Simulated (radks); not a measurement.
The numbers below are computed, except where a source is named.
Valence configurations of Gd3+ (all share [Xe]). Level of theory: scalar-relativistic Kohn-Sham, BLYP, spin-polarised, spherical densities, finite nucleus; open shells are filled with parallel spins first (spin-orbit coupling, left out, can overturn this in heavy ions); Fermi nuclear charge, rms radius 5.1569 fm (a radial shooting solver on a logarithmic mesh with Libxc functionals). Energies are relative to 4f7; eigenvalues in eV for spin up.

| valence | E (eV) | moment (Bohr magnetons) | e(4f) | e(5d) | e(6p) | e(6s) |
|---|---|---|---|---|---|---|
| 4f7 | 0.000 | 7 | -35.349 | - | - | - |
| 4f6.5 5d0.5 | 5.774 | 7 | -38.842 | -26.084 | - | - |
| 4f6 5d1 | 12.836 | 7 | -42.492 | -27.080 | - | - |
| 4f6 6s1 | 16.171 | 7 | -45.632 | - | - | -25.499 |
| 4f5.5 5d1.5 | 21.265 | 7 | -46.284 | -28.066 | - | - |
| 4f5.5 5d0.5 6p1 | 31.113 | 7 | -50.625 | -30.976 | -20.595 | - |
| 4f5 5d2 | 31.133 | 7 | -50.206 | -29.041 | - | - |
| 4f5 5d1.5 6p0.5 | 36.277 | 7 | -52.417 | -30.547 | -19.989 | - |
| 4f5 6s2 | 41.778 | 5 | -56.977 | - | - | -27.222 |
| 4f4.5 5d1.5 6p1 | 53.804 | 7 | -58.755 | -33.052 | -21.147 | - |

NIST lists [Xe] 4f7 as the ground configuration; this level of theory agrees among the configurations tried. The energies are those of spherical high-spin densities, not of single terms.
